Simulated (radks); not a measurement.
Values are calculated unless marked as measured or tabulated.
Q: These are the eigenvalues of the occupied orbitals of an atom or ion with whole-number occupations (hartree). Code: a radial shooting solver on a logarithmic mesh with Libxc functionals. Model: Dirac Kohn-Sham, PBE, spin-unpolarised, spherical densities, finite nucleus; Fermi nuclear charge, rms radius of each element as measured or else 0.836 A^(1/3) + 0.57 fm.

1s1/2: -2.77683
2s1/2: -0.18728

Which element is it, and in what charge state? The configuration may be excited. Open shells, if any, fill j = l - 1/2 first.

A: Z = 3, lithium, charge 0: Li in 1s1 2s2. The 1s level, -2.7768 hartree, gives Z - s = 2.4 by -(Z - s)^2/2, which with screening and relativity narrows Z to a few neighbours, and the depths must fix Z and the occupations together.
